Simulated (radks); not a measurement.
Spherical jellium clusters: N electrons in a uniform positive sphere of charge N and radius rs N^(1/3), rs = 5.14 bohr. Calculated with a radial shooting solver with Libxc functionals: non-relativistic Kohn-Sham, LDA (Slater exchange, Perdew-Wang correlation), spin-polarised, spherical densities. Levels are named by radial order and angular momentum (1s, 1p, 1d, 2s, ...), and open shells are averaged over m.

N = 34, configuration 1s2 1p6 1d10 2s2 1f14. This is the lowest configuration that the search found. Occupied and some empty levels:

level  occupation  eigenvalue (eV)  <r> (bohr)
1s              2          -3.9526       9.233
1p              6          -3.5432       11.54
1d             10          -3.0766       12.80
2s              2          -2.9769       10.12
1f             14          -2.5315       13.69
2p              0          -2.2313       10.99
1g              0          -1.9094       14.42
2d              0          -1.4547       12.57

Energy (eV): total -63.7487, kinetic 37.618, external -2258.8, Hartree 1126.5, exchange-correlation -102.49, background 1133.5. Static polarisability (adiabatic kernel): 5511 bohr^3, against R^3 = 4617 for a classical metal sphere.
